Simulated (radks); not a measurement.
Coherent X-ray form factor from a spherical all-electron density. Method: Dirac Kohn-Sham, LDA (Slater exchange, Perdew-Wang correlation), spin-unpolarised, spherical densities, finite nucleus; Fermi nuclear charge, rms radius of each element as measured or else 0.836 A^(1/3) + 0.57 fm; computed with a radial shooting solver on a logarithmic mesh with Libxc functionals.

sin(theta)/lambda (1/angstrom),f0 (electrons)
0.05,73.047
0.1,70.517
0.15,67.107
0.2,63.411
0.25,59.746
0.3,56.240
0.4,49.852
0.5,44.333
0.6,39.604
0.8,31.967
1,26.165
1.25,21.042
1.5,17.773
2,14.050

The species is in the configuration that NIST lists as its ground one. Which atom or ion scatters so?

Answer. The rhenium ion Re+, [Xe] 4f14 5d5 6s1. Extrapolating in s^2 from the first two rows gives f0(0) = 73.9, near the electron count 74; among species with that count, the fall with angle is slower the higher Z, and the table is that of Z = 75; from so few rows the species is fixed only to a neighbour or two.
